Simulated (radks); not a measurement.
Q: The mean radii <r> (bohr) of the occupied orbitals of an atom or ion are listed with their occupations. Method: Dirac Kohn-Sham, PBE, spin-unpolarised, spherical densities, finite nucleus; Fermi nuclear charge, rms radius of each element as measured or else 0.836 A^(1/3) + 0.57 fm; computed with a radial shooting solver on a logarithmic mesh with Libxc functionals.

| orbital | occ. | <r> |
|---|---|---|
| 1s1/2 | 2 | 0.02971 |
| 2s1/2 | 2 | 0.1281 |
| 2p1/2 | 2 | 0.1085 |
| 2p3/2 | 4 | 0.1137 |
| 3s1/2 | 2 | 0.3483 |
| 3p1/2 | 2 | 0.3394 |
| 3p3/2 | 4 | 0.3505 |
| 3d3/2 | 4 | 0.3223 |
| 3d5/2 | 6 | 0.3258 |
| 4s1/2 | 2 | 0.8482 |
| 4p1/2 | 2 | 0.9014 |
| 4p3/2 | 4 | 0.9317 |
| 4d3/2 | 4 | 1.169 |
| 4d5/2 | 6 | 1.185 |
| 5s1/2 | 2 | 2.492 |
| 6d3/2 | 0.4 | 17.88 |
| 6d5/2 | 0.6 | 17.86 |

Name the element and its charge. Open shells, if any, are shared by 2j + 1.

A: Z = 49, indium, charge 0: In in [Kr] 4d10 5s2 6d1. The 1s radius gives Z: for a bare nucleus <r> = (2 gamma + 1)/(2Z) with gamma = sqrt(1 - (Z/c)^2), 0.02926 bohr for Z = 49, and screening makes it slightly larger (0.02971 here). The occupations add up to 49, and the charge is Z minus that.
